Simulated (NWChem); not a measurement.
Species: HfF₃, doublet; SMILES [F][Hf]([F])[F]

```xyz
4

Hf     0.0000     0.0000     0.0000
F      1.5392     1.1281     0.0000
F      0.2074    -1.8970     0.0000
F     -1.7466     0.7689     0.0000
```
Atoms are numbered in this order, from 1.

Computed with NWChem. Spin-unrestricted. In the optimisation the excess spin sits in a (C3, its own frame). The geometry was optimised at PBE0/def2-SVP, spin-unrestricted. The spin multiplicity was typed, not searched, and may not be the lowest. No stability test was run on the SCF state. def2 effective core potentials on Hf; no spin-orbit coupling.

Q: What does the run give for LC-wPBE (HJS exchange hole, range parameter 0.4 per bohr)/def2-SVP? Quantities: highest occupied level (eV); lowest empty minus highest occupied level, either spin (eV); <S²>.

A: highest occupied level (eV): -8.52
lowest empty minus highest occupied level, either spin (eV): 8.18
<S²>: 0.752
